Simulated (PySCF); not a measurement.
Species: `F[C@@H]1CCC=C[C@H]1O[SiH3]`. The columns A, B, C and D hold Mulliken, IAO, Hirshfeld and ESP-fitted charges (e) of one PBE0/pcSseg-1 density (PySCF), in a shuffled order. Coordinates in Å (GFN2-xTB); the density's dipole moment is (-1.82, 0.74, -0.07) D.

```
atom       x       y       z       A       B       C       D
  F1   0.570  -1.597  -1.319  -0.338  -0.333  -0.107  -0.290
  C2  -0.172  -0.861  -0.412  +0.193  +0.168  +0.057  +0.150
  C3  -1.503  -0.484  -1.047  -0.205  -0.275  -0.077  -0.157
  C4  -2.379   0.242  -0.032  -0.189  -0.269  -0.065  -0.104
  C5  -1.603   1.292   0.700  -0.154  -0.151  -0.042  -0.039
  C6  -0.283   1.363   0.694  -0.105  -0.171  -0.057  -0.539
  C7   0.615   0.389  -0.016  +0.128  +0.074  +0.037  +0.560
  O8   1.683   0.080   0.828  -0.636  -0.642  -0.219  -0.529
 Si9   3.112  -0.606   0.476  +0.703  +0.871  +0.371  +0.564
 H10  -0.306  -1.504   0.466  +0.104  +0.140  +0.040  +0.095
 H11  -1.302   0.168  -1.900  +0.124  +0.141  +0.040  +0.076
 H12  -1.996  -1.384  -1.415  +0.133  +0.150  +0.046  +0.081
 H13  -2.780  -0.470   0.697  +0.140  +0.147  +0.045  +0.065
 H14  -3.233   0.699  -0.536  +0.137  +0.150  +0.048  +0.075
 H15  -2.184   2.012   1.257  +0.100  +0.151  +0.048  +0.111
 H16   0.246   2.127   1.245  +0.103  +0.159  +0.047  +0.218
 H17   1.006   0.847  -0.940  +0.120  +0.130  +0.036  +0.005
 H18   3.767   0.118  -0.618  -0.130  -0.156  -0.084  -0.125
 H19   3.751  -0.407   1.768  -0.122  -0.136  -0.081  -0.106
 H20   2.987  -2.013   0.100  -0.108  -0.148  -0.084  -0.111
```

Task: Which column most likely holds the ESP-fitted charges?

Result: D. Σ q r misses the density's dipole by 0.02 D (D), 0.45 D (B), 0.55 D (C), 1.38 D (A). Charges fitted to the outside potential are the only set here that is tied to the molecule's multipoles.

Task: And the Hirshfeld charges?

Result: C. The mean sizes are 0.082 e (C), 0.198 e (A), 0.200 e (D), 0.228 e (B), and Hirshfeld charges are commonly the smallest of these schemes.

As computed, A = Mulliken, B = IAO, C = Hirshfeld, D = ESP-fitted. Hydrogens on carbon: Mulliken +0.10 to +0.14, IAO +0.13 to +0.16, Hirshfeld +0.04 to +0.05, ESP-fitted 0.00 to +0.22 e.

The Hirshfeld scheme divides the density at each point in proportion to the densities of the neutral, spherically averaged free atoms. The ESP scheme fits charges at the nuclei, held to the total charge, to the electrostatic potential on points at 1.4 to 2.0 times the van der Waals radii.

The structure is a single GFN2-xTB conformer in the gas phase; no vibrational or solvent corrections.

These values come from a run that also computed NMR shieldings. Hardware: an Arm Neoverse N1 with one thread, no GPU, shared host with 64 logical CPUs at a one-minute load of 60. Cost: 1.7 min wall (grids of density and orbitals included), 1.0 GiB resident at most.
